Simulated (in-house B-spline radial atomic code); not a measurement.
Cd³⁶⁺. Computed with a B-spline radial atomic code. Model: all-electron spherical atom, spin shells full or empty, radial basis limit, no spin-orbit coupling: exact exchange with a local potential (Slater, KLI or optimised effective potential, whose far tail is KLI's), no correlation.

The run also made RPA and GW results, which its time includes.

The Slater potential averages the orbital exchange potentials with the orbital densities as weights, KLI adds orbital constants, and the optimised effective potential minimises the exact-exchange energy among local potentials. So their energies lie above Hartree-Fock in the order OEP, KLI, Slater. All fall off as −1/r, unlike LDA and GGA exchange.

Command:
```bash
python run_gw.py task.json out
```
Settings (lengths in bohr, energies in hartree):
```
Z                      48
electrons              12
configuration          [Ne] 3s2
hamiltonian            nr
method                 slater
lmax                   9
spin_polarised         False
box_radius             2.67
intervals              64
ion_configuration      [Ne] 3s1
```

Run time, properties included: 4.5 s on 1 thread of Arm Neoverse N1 (shared host).

Given: hamiltonian non-relativistic; mean-field start Slater potential.

Computed: energy above Hartree-Fock 77.779 millihartree; virial ratio -E/T less 1 -0.006273.

```tsv
radius (bohr)	r times exchange potential (hartree bohr)
0.00104	-0.05199
0.00125	-0.062443
0.00149	-0.07436
0.00179	-0.089206
0.00214	-0.10644
0.00256	-0.12699
0.00306	?
0.00367	-0.18042
0.00439	-0.21428
0.00525	-0.25379
0.00629	-0.30005
0.00753	-0.35287
0.00901	-0.41237
0.0108	-0.47903
0.0129	-0.54972
0.0154	-0.62352
0.0185	?
0.0221	-0.7702
0.0265	-0.83108
0.0317	-0.87314
0.038	-0.89187
0.0454	-0.89446
0.0544	-0.91364
0.0651	-0.98288
0.0779	-1.0981
0.0932	-1.2275
0.112	-1.3409
0.134	-1.4085
0.16	-1.4156
0.191	-1.3306
0.229	-1.1194
0.274	-0.95794
0.328	-0.94496
0.393	-0.9739
0.47	-0.99242
0.563	-0.9988
0.674	-0.99998
```

(1) What belongs in the row 0.00306?

(2) What belongs in the row 0.0185?

```json
{"occupied": "1s", "level (hartree)": "-1030.9", "Hartree-Fock level (hartree)": "-1034.1"}
{"occupied": "2s", "level (hartree)": "-215.44", "Hartree-Fock level (hartree)": "-216.01"}
{"occupied": "2p", "level (hartree)": "?", "Hartree-Fock level (hartree)": "?"}
{"occupied": "3s", "level (hartree)": "-87.065", "Hartree-Fock level (hartree)": "-86.43"}
```

(3) What belongs in the row 2p?

```
empty  level (hartree)
   3p          -84.353
   3d          -80.542
   4s                ?
   4p          -46.023
   4d          -44.464
   4f          -43.178
```

(4) What belongs in the row 4s?

Results:

(1) r times exchange potential (hartree bohr): -0.15123.

(2) r times exchange potential (hartree bohr): -0.70017.

(3) level (hartree): -207.49; Hartree-Fock level (hartree): -206.85.

(4) level (hartree): -47.168.

The highest level, 3s, differs from Hartree-Fock by -17 eV and the deepest, 1s, by +87.3 eV: the Slater potential lacks the response part and is deeper than the optimised one throughout, so the top level comes too deep.
